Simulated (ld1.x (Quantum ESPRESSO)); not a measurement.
**Varying the TM potential for Pd**

Base potential:

Pd (Z = 46), norm-conserving Troullier–Martins (Kleinman–Bylander form), made with ld1.x (Quantum ESPRESSO) 7.5 (LDA (PZ), scalar-relativistic). Core [Ar] 3d10, reference 4s2 4p6 4d8 5s0 5p0 (charge +2). Waves: 4p (bound): rc 1.20 bohr; 4d (bound): rc 1.20 bohr; 4s (bound): rc 1.40 bohr. Local part: the s channel. Core correction: Bessel-smoothed model core inside 1.10 bohr.

Cutoffs, loose and tight: the cutoffs (Ry, on a coarse ladder) from which the occupation-weighted sum of valence levels, in a spherical-Bessel basis at the reference potential, stays within 10 and 1 mRy of its value at 400 Ry. They do not see the model core or the augmentation charge, which bear on the density cutoff. Test errors are all-electron minus pseudo excitation energies from the reference, over the configurations 4s2 4p6 4d10 5s0 5p0; 4s2 4p6 4d9 5s0 5p0; 4s2 4p6 4d7 5s0 5p0; 4s2 4p6 4d6 5s0 5p0; 4s2 4p6 4d9.5 5s0 5p0; 4s2 4p5 4d10 5s0 5p0; 4s1 4p6 4d10 5s0 5p0 (two spin-polarised tests are not counted in the largest error). A dash means not determined; rows that change the core or the reference have their own tests. The largest error is taken over the tests solved by every variant that gives reliable tests at all: 4s1 4p6 4d10 5s0 5p0; 4s2 4p6 4d10 5s0 5p0; 4s2 4p6 4d6 5s0 5p0; 4s2 4p6 4d7 5s0 5p0; 4s2 4p6 4d9 5s0 5p0; 4s2 4p6 4d9.5 5s0 5p0.

A true bound ghost makes a file unfit for plane-wave use even where its test errors are small: the radial tests pick states by their node count and pass the ghost by.

```csv
change,outcome,"cutoff, loose","cutoff, tight",bound ghosts,largest test error (meV)
base,generated,120 Ry,160 Ry,none,-147
"all radii but the core radius scaled by about 0.75 (s 1.06, p 0.90, d 0.90 bohr)",generated,230 Ry,over 300 Ry,none,-35
"all radii but the core radius scaled by about 1.24 (s 1.74, p 1.48, d 1.48 bohr)",generated,70 Ry,110 Ry,none,-319
"all radii but the core radius scaled by about 1.35 (s 1.90, p 1.62, d 1.62 bohr)",generated,70 Ry,90 Ry,s (extra level of the local part),+446
```

Task: What comes out with this change to the base: all radii but the core radius scaled by about 0.90 (s 1.26, p 1.08, d 1.08 bohr)?

Result: outcome: generated; cutoff, loose: 140 Ry; cutoff, tight: 200 Ry; bound ghosts: none; largest test error (meV): -79.

Task: What comes out with this change to the base: all radii but the core radius scaled by about 1.03 (s 1.44, p 1.24, d 1.24 bohr)?

Result: outcome: generated; cutoff, loose: 90 Ry; cutoff, tight: 160 Ry; bound ghosts: none; largest test error (meV): -165.

Task: What comes out with this change to the base: all radii but the core radius scaled by about 1.11 (s 1.56, p 1.32, d 1.32 bohr)?

Result: outcome: generated; cutoff, loose: 80 Ry; cutoff, tight: 140 Ry; bound ghosts: none; largest test error (meV): -225.

Reading the sweep of the scale of all radii but the core radius (base = 1) (base included, trends over the rows without a ghost): The loose cutoff falls from 230 Ry at 0.75 to 70 Ry at 1.24. A larger radius leaves more room for a smooth pseudo-wave, so fewer plane waves are needed; a smaller one forces it to follow the all-electron wave where it bends sharply. The median size of the test errors (rows with all tests solved) rises from 6.2 meV at 0.75 to 89.3 meV at 1.24. More of the atom is replaced by a form fitted at one configuration, so other configurations suffer as the radius grows. Bound ghosts are found at 1.35.
